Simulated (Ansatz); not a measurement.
Program: Ansatz. Geometries: PBE0-D4/def2-TZVP. ΔE: electronic, gas phase. CBS: MP2 limit from def2 TZ/QZ plus the TZ coupled-cluster correction, frozen cores. This one scheme is used for every species. DFT in def2-TZVPP. Elements past krypton have def2 core potentials. For In, Se outer-core shells are correlated without core-valence functions, which leaves a few kJ/mol of doubt a bond. Scalar relativity is left out up to krypton. Each species was taken in one conformer, which may not be the lowest.

Consider the ligand exchange at the Se–In bond: `[SiH3][O][InH][SeH]` + PH₃ → `P[SeH]` + `[SiH3][O][InH2]`.

| level | ΔE (kcal/mol) |
| --- | --- |
| revPBE-D4 | 21.3 |
| MP2/def2-SVP | 27.6 |
| SCS-MP2/def2-TZVPP | 24.5 |
| CCSD/CBS(def2) | 25.0 |

Q: What does CCSD(T)/CBS give? (Best estimate.)

A: Computed: +25.1 kcal/mol. The listed levels differ from it by -3.8, 2.5, -0.6, -0.1 kcal/mol.

Q: What do rigid-rotor, harmonic-oscillator terms from PBE0-D4/def2-TZVP frequencies (298.15 K, 1 bar) make of the CCSD(T)/CBS value? (An estimate is asked.)

A: Ansatz gave: ΔZPE = -0.4 kcal/mol, ΔH = +24.2 kcal/mol, ΔS = 15 J/(mol·K), ΔG = +23.2 kcal/mol. Modes under 50 cm⁻¹ make the entropy rough.

Largest T1 diagnostic among the species: 0.015.

From BLYP to BHLYP (50 % exact exchange), in def2-TZVPP and without D4, ΔE moves by +1.7 kcal/mol. At CCSD(T), def2-SVP lies +2.0 kcal/mol from the extrapolated value and def2-TZVPP −0.4 kcal/mol.

CCSD(T)/CBS has its own doubt, a few kJ/mol and more with outer-core shells, so smaller differences from it don't rank the levels.
